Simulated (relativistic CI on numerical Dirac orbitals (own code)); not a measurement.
# Calculated levels, Pb62+

Computed by Dirac-Coulomb-Breit CI, KLI orbitals optimised for each configuration, model QED, unscaled Slater integrals (own radial code, finite nucleus).

Configurations in the expansion (outside the closed core [Ne]): 3s²3p⁶3d², 3s²3p⁵3d³, 3s3p⁶3d³, 3s²3p⁶3d4s, 3s²3p⁶3d4p, 3s²3p⁶3d4d, 3s²3p⁵3d²4s, 3s²3p⁶3d4f, 3s²3p⁵3d²4p, 3s²3p⁵3d²4d, 3s3p⁶3d²4s, 3s²3p⁶4s², 3p⁶3d³4p, 3s3p⁶3d²4p, 3s²3p⁶4s4p, 3s²3p⁶3d5s, 3s²3p⁶3d5d, 3s²3p⁶3d5g, 3p⁶3d⁴, 3p⁵3d⁵, 3p⁵3d⁴4s, 3p⁶3d³4s, 3p⁵3d³4s², 3s²3p⁶4s4d, 3s²3p⁵4s²4d, 3s²3p⁶4p², 3s²3p⁵4s4p², 3s3p⁶3d4s², 3s3p⁶4s²4p, 3s3p⁶4s²4d. Double excitations out of closed p, d and f shells are left out; levels of such configurations are missing from the list, as are those of other unlisted configurations, and high levels can miss mixing partners. These lack a partner that the ground configuration has and come out too high: 3s²3p⁵3d²4p, 3s²3p⁵3d²4d.

The lowest level is 3s²3p⁶3d² ³F2, with 72 % of that term; Hund's rules for 3s²3p⁶3d² give ³F with J = 2, in agreement.

| No. | Configuration | Term | J | E (eV) | % | Next component (%) | Landé g |
| --- | --- | --- | --- | --- | --- | --- | --- |
| 1 | 3s²3p⁶3d² | ³F | 2 | 0.000 | 72 | 25 ¹D | 0.763 |
| 2 | 3s²3p⁶3d² | ³P | 0 | 28.127 | 67 | 33 ¹S |  |
| 3 | 3s²3p⁶3d² | ³F | 3 | 118.588 | 100 |  | 1.068 |
| 4 | 3s²3p⁶3d² | ³P | 2 | 130.761 | 50 | 28 ¹D | 1.159 |
| 5 | 3s²3p⁶3d² | ¹G | 4 | 134.667 | 73 | 27 ³F | 1.051 |
| 6 | 3s²3p⁶3d² | ³P | 1 | 136.805 | 100 |  | 1.487 |
| 7 | 3s²3p⁶3d² | ³F | 4 | 246.508 | 73 | 27 ¹G | 1.168 |
| 8 | 3s²3p⁶3d² | ¹D | 2 | 256.712 | 47 | 47 ³P | 1.197 |
| 9 | 3s²3p⁶3d² | ¹S | 0 | 285.356 | 67 | 33 ³P |  |
| 10 | 3s²3p⁵3d³ | ³D° | 2 | 313.061 | 28 | 18 ⁵F° | 1.075 |
| 11 | 3s²3p⁵3d³ | ⁵D° | 1 | 319.852 | 26 | 22 ³P° | 1.013 |
| 12 | 3s²3p⁵3d³ | ³P° | 0 | 323.856 | 47 | 46 ⁵D° |  |
| 13 | 3s²3p⁵3d³ | ³F° | 3 | 325.042 | 25 | 19 ³G° | 1.048 |
| 14 | 3s²3p⁵3d³ | ⁵F° | 3 | 420.764 | 39 | 22 ⁵D° | 1.259 |
| 15 | 3s²3p⁵3d³ | ⁵G° | 4 | 427.380 | 34 | 21 ⁵F° | 1.181 |
| 16 | 3s²3p⁵3d³ | ⁵S° | 2 | 429.230 | 26 | 23 ³P° | 1.469 |
| 17 | 3s²3p⁵3d³ | ⁵D° | 2 | 433.030 | 42 | 31 ³F° | 1.135 |
| 18 | 3s²3p⁵3d³ | ⁵D° | 1 | 434.842 | 40 | 34 ³D° | 0.970 |
| 19 | 3s²3p⁵3d³ | ³G° | 5 | 436.739 | 32 | 32 ³H° | 1.135 |
| 20 | 3s²3p⁵3d³ | ³H° | 6 | 436.925 | 43 | 26 ³I° | 1.100 |
| 21 | 3s²3p⁵3d³ | ³G° | 3 | 438.020 | 43 | 21 ³F° | 1.034 |
| 22 | 3s²3p⁵3d³ | ³P° | 0 | 438.134 | 39 | 39 ⁵D° |  |
| 23 | 3s²3p⁵3d³ | ³F° | 4 | 438.963 | 29 | 22 ³H° | 1.064 |
| 24 | 3s²3p⁵3d³ | ³G° | 4 | 446.144 | 36 | 21 ³F° | 1.080 |
| 25 | 3s²3p⁵3d³ | ³D° | 2 | 448.380 | 33 | 24 ¹D° | 1.200 |
| 26 | 3s²3p⁵3d³ | ³S° | 1 | 449.392 | 33 | 25 ³P° | 1.632 |
| 27 | 3s²3p⁵3d³ | ³G° | 3 | 449.633 | 26 | 23 ³F° | 1.131 |
| 28 | 3s²3p⁵3d³ | ¹H° | 5 | 455.302 | 31 | 31 ³G° | 1.063 |
| 29 | 3s²3p⁵3d³ | ³F° | 4 | 470.083 | 42 | 24 ⁵D° | 1.213 |
| 30 | 3s²3p⁵3d³ | ³P° | 2 | 474.771 | 29 | 22 ³D° | 1.191 |
| 31 | 3s²3p⁵3d³ | ³D° | 1 | 484.500 | 43 | 17 ³P° | 0.759 |
| 32 | 3s²3p⁵3d³ | ³G° | 3 | 484.792 | 33 | 24 ³D° | 1.047 |
| 33 | 3s²3p⁵3d³ | ³F° | 2 | 487.851 | 48 | 21 ¹D° | 0.846 |
| 34 | 3s²3p⁵3d³ | ³G° | 3 | 488.984 | 37 | 24 ³D° | 1.038 |
| 35 | 3s²3p⁵3d³ | ³D° | 1 | 519.136 | 41 | 30 ¹P° | 0.945 |
| 36 | 3s²3p⁵3d³ | ⁵F° | 4 | 542.315 | 32 | 24 ³G° | 1.234 |
| 37 | 3s²3p⁵3d³ | ⁵G° | 5 | 547.316 | 45 | 21 ⁵F° | 1.206 |
| 38 | 3s²3p⁵3d³ | ³D° | 2 | 550.198 | 31 | 29 ³F° | 1.176 |
| 39 | 3s²3p⁵3d³ | ⁵G° | 6 | 551.540 | 50 | 23 ³I° | 1.173 |
| 40 | 3s²3p⁵3d³ | ³I° | 7 | 559.553 | 100 |  | 1.127 |
| 41 | 3s²3p⁵3d³ | ³G° | 3 | 560.191 | 24 | 21 ¹F° | 1.148 |
| 42 | 3s²3p⁵3d³ | ³G° | 5 | 560.490 | 35 | 30 ³H° | 1.151 |
| 43 | 3s²3p⁵3d³ | ³P° | 1 | 561.585 | 61 | 19 ⁵D° | 1.473 |
| 44 | 3s²3p⁵3d³ | ³F° | 4 | 561.790 | 31 | 26 ³G° | 1.195 |
| 45 | 3s²3p⁵3d³ | ³D° | 2 | 561.918 | 32 | 14 ³P° | 1.362 |
| 46 | 3s²3p⁵3d³ | ³D° | 3 | 568.098 | 40 | 24 ⁵D° | 1.264 |
| 47 | 3s²3p⁵3d³ | ³F° | 4 | 573.061 | 44 | 17 ³H° | 1.142 |
| 48 | 3s²3p⁵3d³ | ³H° | 6 | 574.156 | 69 | 24 ¹I° | 1.102 |
| 49 | 3s²3p⁵3d³ | ³F° | 3 | 574.869 | 44 | 31 ³D° | 1.226 |
| 50 | 3s²3p⁵3d³ | ³G° | 5 | 576.081 | 68 | 16 ¹H° | 1.127 |
| 51 | 3s²3p⁵3d³ | ³D° | 1 | 576.146 | 55 | 16 ¹P° | 0.806 |
| 52 | 3s²3p⁵3d³ | ¹G° | 4 | 576.347 | 35 | 25 ³G° | 1.133 |
| 53 | 3s²3p⁵3d³ | ³P° | 0 | 582.296 | 77 | 22 ⁵D° |  |
| 54 | 3s²3p⁵3d³ | ¹D° | 2 | 584.819 | 38 | 38 ³F° | 0.975 |
| 55 | 3s²3p⁵3d³ | ³G° | 3 | 589.964 | 25 | 19 ³F° | 1.154 |
| 56 | 3s²3p⁵3d³ | ³F° | 4 | 595.383 | 45 | 38 ³G° | 1.127 |
| 57 | 3s²3p⁵3d³ | ¹D° | 2 | 600.703 | 28 | 20 ⁵D° | 1.198 |
| 58 | 3s²3p⁵3d³ | ¹H° | 5 | 602.904 | 45 | 39 ³G° | 1.062 |
| 59 | 3s²3p⁵3d³ | ³P° | 1 | 606.909 | 36 | 35 ³D° | 1.106 |
| 60 | 3s²3p⁵3d³ | ³F° | 3 | 611.090 | 36 | 33 ¹F° | 1.074 |
| 61 | 3s²3p⁵3d³ | ³D° | 2 | 611.140 | 51 | 18 ³P° | 1.211 |
| 62 | 3s²3p⁵3d³ | ³S° | 1 | 616.763 | 23 | 20 ³D° | 1.387 |
| 63 | 3s²3p⁵3d³ | ³F° | 3 | 617.013 | 35 | 23 ³D° | 1.043 |
| 64 | 3s²3p⁵3d³ | ³D° | 2 | 617.084 | 41 | 25 ¹D° | 1.080 |
| 65 | 3s²3p⁵3d³ | ¹G° | 4 | 620.075 | 43 | 24 ³G° | 1.041 |
| 66 | 3s²3p⁵3d³ | ³D° | 2 | 623.918 | 47 | 19 ¹D° | 1.061 |
| 67 | 3s²3p⁵3d³ | ³P° | 1 | 629.228 | 42 | 41 ³D° | 1.098 |
| 68 | 3s²3p⁵3d³ | ³P° | 0 | 629.691 | 84 | 8 ⁵D° |  |
| 69 | 3s²3p⁵3d³ | ¹F° | 3 | 630.216 | 40 | 27 ³D° | 1.090 |
| 70 | 3s²3p⁵3d³ | ³H° | 6 | 673.125 | 49 | 39 ⁵G° | 1.198 |

Energies count from the lowest computed level; ° marks odd parity.

The mean weight of the leading LS term, summed over parents, in these 70 levels is 45 %, and that of the leading jj configuration (from the same eigenvectors) 98 %, so jj coupling describes them better and the LS labels are nominal.

At this charge energies of transitions that change n are usually good to better than 1 %, and those within a shell (Δn = 0) to a few per cent.

LS names give the leading component of a level, which can be under half, so a name can repeat, a term be missing and a line seem to break the LS rules.
